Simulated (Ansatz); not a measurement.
Reaction (ligand exchange at a B–S bond): `CSB(C)C` + silanol → `CB(C)O[SiH3]` + CH₃SH

Computed with Ansatz on PBE0-D4/def2-TZVP structures; ΔE is electronic, products minus reactants. CCSD(T)/CBS is the MP2 limit (def2-TZVPP, def2-QZVPP) plus CCSD(T) − MP2 in def2-TZVPP, frozen cores. This one scheme is used for every species. Functionals use def2-TZVPP. Each species was taken in one conformer, which may not be the lowest.

```json
{"level": "LDA (SPW92)", "ΔE (kJ/mol)": "-34.5"}
{"level": "PBE-D4", "ΔE (kJ/mol)": "-32.1"}
{"level": "r2SCAN0-D4", "ΔE (kJ/mol)": "-41.3"}
{"level": "PBE", "ΔE (kJ/mol)": "-33.6"}
{"level": "r2SCANh", "ΔE (kJ/mol)": "-40.1"}
{"level": "HF/def2-SVP", "ΔE (kJ/mol)": "-71.5"}
{"level": "CCSD(T)/def2-SVP", "ΔE (kJ/mol)": "-54.8"}
{"level": "CCSD/CBS(def2)", "ΔE (kJ/mol)": "-45.6"}
```

Problem. What does CCSD(T)/CBS give? (Best estimate.)

Solution. The calculation gave: -41.3 kJ/mol. The listed levels differ from it by 6.8, 9.2, 0.0, 7.7, 1.2, -30.2, -13.5, -4.3 kJ/mol.

Largest T1 diagnostic among the species: 0.012.

Leaving LDA and LC-ωPBE aside and taking each functional with its dispersion term where it has one, the values, not all of them listed here, spread over 22.3 kJ/mol, from BHLYP-D4 to revPBE-D4. From PBE to PBE0 (25 % exact exchange), in def2-TZVPP and without D4, ΔE moves by −4.3 kJ/mol. In def2-TZVPP, CCSD(T) changes the Hartree–Fock value by +21.4 kJ/mol (the triples alone add +4.4 kJ/mol) and MP2 by +28.1 kJ/mol.
